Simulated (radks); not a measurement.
Excited configurations of Se17+: one electron is placed in a higher orbital outside [Ne] 3s2 3p4. The ground configuration is [Ne] 3s2 3p5. Method: Dirac Kohn-Sham, PBEsol, spin-unpolarised, spherical densities, point nucleus; open shells are shared between the two j in proportion to 2j + 1; computed with a radial shooting solver on a logarithmic mesh with Libxc functionals. Excitation = E - E(ground); binding = E(ion) - E, where the ion is the core of charge +18; n* = 18/sqrt(2 binding) in atomic units. These energies are relativistic, and a one-electron ion of charge +18 with no core already has n* below n in this formula (Dirac formula, point nucleus, mean over j: 4s 3.993, 4p 3.996, 4f 3.999, 5p 4.996, 6s 5.992, 6f 5.999, 7p 6.995, 7f 6.998). The quantum defect is therefore taken as that value minus n*, so that it holds no relativistic shift of the bare ion. Eigenvalue and <r> are those of j = l + 1/2.

outer orbital  excitation (eV)  binding (eV)     n*  quantum defect  eigenvalue (eV)  <r> (bohr)
4s                      327.03        372.41  3.440           0.552          -361.77      0.9956
4p                      350.33        349.11  3.553           0.442          -337.63       1.012
4f                      409.86        289.58  3.902           0.097          -277.30      0.9190
5p                      487.05        212.39  4.556           0.440          -206.27       1.691
6f                      571.58        127.85  5.872           0.127          -124.17       2.544
7p                      596.68        102.76  6.550           0.445          -100.11       3.539
7f                      605.76        93.675  6.860           0.138          -91.137       3.598

Estimate the row for 6s.

Answer. excitation (eV) 550.42; binding (eV) 149.01; n* 5.439; quantum defect 0.553; eigenvalue (eV) -145.36; <r> (bohr) 2.476. The Delta-SCF ionisation energy is 699.44 eV (NIST Atomic Spectra Database: 693 eV, semi-empirical). Self-interaction in the functional shifts the binding energies and quantum defects, so they are the method's values and not measured ones. Spin polarisation and multiplet splitting are left out, so open shells lie too high by an amount that depends on their filling. Sharing an open shell by 2j + 1 raises it above the true ground level by a part of the spin-orbit splitting, which enters the differences from NIST.

Beside tabulated values, note that spin-unpolarised runs miss the spin-polarisation part of the exchange energy of open shells.
